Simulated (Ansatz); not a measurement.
Isolated molecules relaxed with PBE0-D4/def2-TZVP in Ansatz; ΔE leaves out vibrations. CCSD(T)/CBS adds triple-zeta CCSD(T) − MP2 to the extrapolated MP2 energy (def2 sets, frozen cores). This one scheme is used for every species. Functionals use def2-TZVPP. One conformer a species, not always the lowest.

Reaction (cleavage of the Si–Si bond): `F[Si](F)(F)[Si](F)(F)F` + H₂S → `F[Si](F)(F)S` + `F[SiH](F)F`

| level | ΔE (eV) |
| --- | --- |
| revPBE | -0.78 |
| r2SCAN | -0.93 |

Q: What does CCSD(T)/CBS give? (Estimate.)

A: The calculation gave: -0.94 eV. The listed levels differ from it by 0.16, 0.01 eV.

Largest T1 diagnostic among the species: 0.013.

Leaving LDA and LC-ωPBE aside and taking each functional with its dispersion term where it has one, the values, not all of them listed here, spread over 0.21 eV, from PBE-QIDH to BLYP-D4. LDA lies −0.03 eV from PBE without D4. From PBE to PBE0 (25 % exact exchange), in def2-TZVPP and without D4, ΔE moves by −0.08 eV.
